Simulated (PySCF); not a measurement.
Species: C4H7FO3S (charge +1 and doublet state).
Z-matrix (Å and degrees, GFN2-xTB geometry), rows numbered from 1:
```
C 
O   1  1.4235
C   2  1.2864  1  121.40
F   3  1.3246  2  116.53  1     6.18
C   3  1.3588  2  124.00  1  -172.11
S   5  1.7908  3  121.32  2   173.40
C   6  1.8556  5   98.26  3    80.89
O   6  1.4200  5  111.47  3   -30.80
O   6  1.4193  5  108.78  3  -168.39
H   1  1.0943  2  111.42  3    53.03
H   1  1.0949  2  110.70  3   -67.29
H   1  1.0884  2  105.78  3   173.10
H   5  1.0763  3  122.00  2    -9.12
H   7  1.0877  6  103.79  5   174.36
H   7  1.0839  6  108.19  5   -67.53
H   7  1.0836  6  108.48  5    56.12
```

The hyperfine couplings belong to this conformer and change with its torsions.

As a line formula: `CO[C+]([CH]S(=O)(C)=O)F` [radical] (charge +1).

Level of theory: UKS B3LYP, pcH-1 on C F H O S, non-relativistic, mean-field spin-orbit, GIAO in PySCF. One conformer (not necessarily the lowest) at the GFN2-xTB geometry, without solvent, vibrations or thermal averaging. GFN2-xTB frequencies show an imaginary mode (47i cm⁻¹), so this geometry is no minimum at that level. The geometry wasn't refined by DFT: couplings that depend on bond lengths, twists or pyramidal angles can differ widely from those at the functional's own minimum, by a factor of two or more for some ions and for spin on atoms past the first row. Stability of the SCF solution: not tested.

Q: The isotropic 13C couplings are +58.1, +32.0, -29.3, -7.3 MHz. Assign them to C1; C3; C5; C7.

A: 
| site | a_iso (MHz) | ρ(0) (bohr⁻³) | position | distance from C5 (Å) | spin population | largest \|T\| (MHz) |
| --- | --- | --- | --- | --- | --- | --- |
| C1 | -7.3 | -0.0065 | 3 bonds from C5 | 3.64 | -0.01 | 2.3 |
| C3 | -29.3 | -0.0261 | 1 bond from C5 | 1.36 | +0.02 | 8.6 |
| C5 | +58.1 | +0.0516 | largest spin population | 0.00 | +0.64 | 106.4 |
| C7 | +32.0 | +0.0285 | 2 bonds from C5 | 2.76 | +0.09 | 20.8 |

Q: Match the computed a_iso(1H) values -41.2, +29.1, +11.2 MHz (means over equivalent nuclei) with the sites H10/H11/H12; H13; H14/H15/H16.

A: 
```csv
site,a_iso (MHz),ρ(0) (bohr⁻³),position,distance from C5 (Å),bound to,spin population there,largest |T| (MHz)
H10/H11/H12,+29.1,+0.0065,4 bonds from C5,4.11,C1,-0.01,4.0
H13,-41.2,-0.0092,"α, 1 bond from C5",1.08,C5,+0.64,27.1
H14/H15/H16,+11.2,+0.0025,"γ, 3 bonds from C5",3.17,C7,+0.09,6.8
```

ρ(0) is the spin density at the nucleus and T the dipolar tensor; a_iso includes a spin–orbit part; entries for several nuclei are means. The Mulliken spin populations are largest on C5 (+0.64), O2 (+0.19) and C7 (+0.09). The angles at C5 add up to 360.0°, so it is planar; its axial dipolar tensor and the negative coupling of its proton fit spin in a p orbital normal to that plane.

Nuclei that the bonding pattern makes equivalent are averaged, as if the motion that swaps them (rotation, inversion, ring flip) were fast. The three 1H nuclei of mean +11.2 MHz run from -6.8 to 46.8 MHz in the frozen geometry. The three 1H nuclei of mean +29.1 MHz run from -0.5 to 48.7 MHz in the frozen geometry.
